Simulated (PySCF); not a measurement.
# O (oxygen, neutral): PBE calculation

Configuration: [He] 2s2 2p4, high-spin 3P determinant. Computed with PySCF 2.14 in x2c-SVPall (3s2p1d, 14 functions), with scalar relativity by spin-free X2C-1e.

| Quantity | Value |
| --- | --- |
| Total energy | -74.9675 hartree |
| One-electron energy | -103.2422 hartree |
| Hartree (Coulomb) energy | 36.6804 hartree |
| Exchange-correlation energy | -8.4057 hartree |
| ⟨S²⟩ | 2.0018 |
| ⟨L²⟩ | 2.005 |
| Sum of ⟨r⟩ | 7.573 bohr |
| Sum of ⟨r²⟩ | 10.92 bohr² |
| Traceless quadrupole moment −½Σ⟨3z² − r²⟩ along its main axis | -0.819 e·bohr² |
| Langevin diamagnetic susceptibility | -8.65 ×10⁻⁶ cm³/mol |
| Time after the integrals | 0.06 s of wall time on 1 thread of Neoverse-V2 (shared host) |

| shell | electrons | mean orbital energy (eV) | spread (eV) | rms radius, mean of both spins (bohr) |
| --- | --- | --- | --- | --- |
| 1s α | 1 | -514.07 | 0 | 0.232 |
| 1s β | 1 | -512.79 | 0 | 0.232 |
| 2s α | 1 | -24.099 | 0 | 1.27 |
| 2s β | 1 | -20.539 | 0 | 1.27 |
| 2p α | 3 | -9.555 | 2.171 | 1.38 |
| 2p β | 1 | -6.832 | 0 | 1.38 |
